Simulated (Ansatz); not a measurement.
Ansatz results at the PBE0-D4/def2-TZVP geometry: HOMO–LUMO gap (B3LYP/def2-TZVPP) 8.85 eV; HOMO energy (B3LYP/def2-TZVPP) -8.12 eV; LUMO energy (PBE0/def2-TZVPP) 1.07 eV.

Each molecule was computed in one conformer, which needn't be the lowest.

Task: Which molecule gave them?
A. `CO[Si](C)(OC)O[SiH3]`
B. `CCO[SiH](C)F`
C. `Cl[Si]([SeH])([SeH])[SeH]`
D. `CO[SiH](N)Cl`

Result: B. The others give `CO[Si](C)(OC)O[SiH3]`: 8.08, -7.95, 0.36; `CO[SiH](N)Cl`: 8.26, -7.73, 0.85; `Cl[Si]([SeH])([SeH])[SeH]`: 5.54, -6.97, -1.22.

B3LYP here is the variant with VWN-RPA as its local correlation; programs differ in this.
